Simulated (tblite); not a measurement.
Start geometry of `[SiH2]([C@@H]([SiH2]N)[SiH2]C#CC)F` from a force field or distance geometry (Å):
```
atom  x, y, z in Å
C1     3.8524    0.7578   -0.2214
C2     2.4718    0.9048    0.3177
C3     1.3764    1.0273    0.7877
Si4   -0.3095    1.2655    1.4544
C5    -1.3960   -0.0674    0.7714
Si6   -0.5360   -1.6437    0.3551
N7    -1.1350   -2.3981   -1.1609
Si8   -2.3409    0.6603   -0.6538
F9    -3.6172   -0.3395   -1.1177
H10    4.5920    0.7372    0.6152
H11    4.0974    1.6382   -0.8538
H12    3.8568   -0.1878   -0.7936
H13   -0.3087    1.0946    2.9519
H14   -0.7830    2.6238    1.1914
H15   -2.1700   -0.2910    1.5547
H16   -0.8748   -2.6118    1.4424
H17    0.9299   -1.5436    0.3337
H18   -1.2518   -1.6848   -1.9069
H19   -2.0440   -2.8939   -1.0135
H20   -1.4712    1.0414   -1.7553
H21   -2.9475    1.9276   -0.1445
```

Q: What comes out of this run: GFN2-xTB geometry optimisation, gas phase (tblite)?

A: 
```
atom  x, y, z in Å
C1     3.6936    1.2737   -0.3640
C2     2.4476    1.1775    0.3630
C3     1.4053    1.0924    0.9618
Si4   -0.2115    0.9220    1.8303
C5    -1.3981   -0.0348    0.6850
Si6   -0.8613   -1.8579    0.4330
N7    -1.8109   -2.7905   -0.6621
Si8   -1.6515    0.8645   -0.9530
F9    -2.6776   -0.0050   -1.8627
H10    4.5318    1.3174    0.3309
H11    3.6977    2.1720   -0.9811
H12    3.8135    0.4021   -1.0074
H13   -0.0168    0.1946    3.0929
H14   -0.7420    2.2675    2.1065
H15   -2.3679   -0.0578    1.1941
H16   -0.9811   -2.5642    1.7126
H17    0.4956   -1.8914   -0.1155
H18   -1.8386   -2.4902   -1.6235
H19   -2.7401   -3.0590   -0.3806
H20   -0.4533    0.9416   -1.7765
H21   -2.3434    2.1426   -0.8296
```

The energy falls by 0.711 eV over 147 L-BFGS steps, the largest force on an atom goes from 2.53 to 0.010 eV/Å, and the atoms move by 0.748 Å rms after alignment. Among the bonds, C5–Si6 and Si6–N7 change most and about equally (-0.073 to +0.074 Å). Bonds longer at the end by more than 0.005 Å: 6 of 20; shorter: 13. Among the angles that change most is F9–Si8–H20, from 113.6° to 103.4°. Among the dihedrals that turn most is Si4–C5–Si6–H17, from -13° to -58°. Rotational constants go from 1337, 549.2, 466.4 to 1155, 538.1, 504.7 MHz. The orientation of the end geometry is arbitrary; only internal coordinates are fixed.

GFN2-xTB frequencies show an imaginary mode (38i cm⁻¹), so the point is no minimum at that level. 3 starts were optimised and ended at 0.00, 0.07 and 0.50 kcal/mol (GFN2-xTB); the lowest of these is shown.

These are computed values.
